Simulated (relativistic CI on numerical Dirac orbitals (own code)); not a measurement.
**Sn⁸⁺: sensitivity of the levels to the model**

Base calculation: Dirac-Coulomb-Breit CI, KLI orbitals optimised for each configuration, QED by a radiative potential, unscaled Slater integrals.

CI space (outside the closed core [Ar] 3d10): 4s2.4p6.4d6, 4s2.4p5.4d7, 4s2.4p6.4d5.4f, 4s2.4p6.4d5.5s, 4s2.4p6.4d5.5p, 4s2.4p4.4d8, 4s2.4p6.4d4.5s2, 4s.4p6.4d7, 4s2.4p6.4d4.5s.5p, 4s2.4p6.4d5.5d, 4s2.4p6.4d4.5p2, 4s2.4p6.4d5.6s, 4s2.4p6.4d5.6p, 4p6.4d8, 4s2.4p6.4d5.6d, 4s.4p5.4d8. Levels of other configurations are missing.

Variants: (1) valence Slater integrals scaled by 0.9; (2) QED terms removed; (3) configuration mixing switched off. Shifts of the energy above 4s2.4p6.4d6 5D_4, in cm⁻¹, for the lowest level and the first level of each name with at least 55 % of one term (blank where a level changes its place among those of its configuration and J or its character, or is not in the variant):

```tsv
Level	Base	Δ(1)	Δ(2)	Δ(3)
4s2.4p6.4d6 5D_4	0.0	0.0	0.0	0.0
4s2.4p6.4d6 5D_3	4974.1	+83.9	-17.8	-108.4
4s2.4p6.4d6 5D_2	6467.0	-141.8	-14.4	+329.1
4s2.4p6.4d6 5D_1	8364.0	-26.7	-23.5	+232.6
4s2.4p6.4d6 5D_0	9003.7	-60.7	-24.2	+314.3
4s2.4p6.4d6 3P_2	26484.4	-1845.4	-8.7	+4705.5
4s2.4p6.4d6 3H_5	32117.3	-3039.8	-7.3	-1228.2
4s2.4p6.4d6 3H_6	32161.6	-3011.7	-10.6	-1876.6
4s2.4p6.4d6 3F_3	33942.3	-2704.4	-14.1	+1827.5
4s2.4p6.4d6 3F_2	34941.9	-2764.5	-13.3	+2526.3
4s2.4p6.4d6 3H_4	37121.6	-2711.7	-29.0	
4s2.4p6.4d6 3P_1	39349.5	-2129.2	-42.2	+4264.0
4s2.4p6.4d6 3G_5	42074.3	-3128.8	-33.7	-707.3
4s2.4p6.4d6 3G_4	43522.7	-3357.8	-28.1	+424.1
4s2.4p6.4d6 3G_3	45117.2	-3185.3	-37.4	+530.2
4s2.4p6.4d6 3D_2	45428.2	-3712.0	-14.6	+3132.3
4s2.4p6.4d6 3D_1	47662.7	-3495.4	-27.6	+2966.9
4s2.4p6.4d6 3D_3	47762.2	-3789.0	-22.5	+2334.3
4s2.4p6.4d6 1I_6	51778.8	-4355.1	-31.0	-2724.9
4s2.4p6.4d6 1G_4	54253.5	-3625.7	-50.0	+1209.3
4s2.4p6.4d6 1D_2	57740.1	-4089.8	-34.4	+5326.6
4s2.4p6.4d6 1F_3	62399.7	-5583.9	-8.7	+3534.5
```

At this charge configurations can still be misplaced by up to about 7 % of their energy. Terms inside the open d or f shell come out 10 to 20 % too wide with unscaled integrals.

Ionisation energy from the two ground configurations alone: base 155.769 eV; valence Slater integrals scaled by 0.9 156.137 eV. The NIST ASD value (theoretical) is 156 eV.

LS names give the leading component of a level, which can be under half, so a name can repeat, a term be missing and a line seem to break the LS rules.
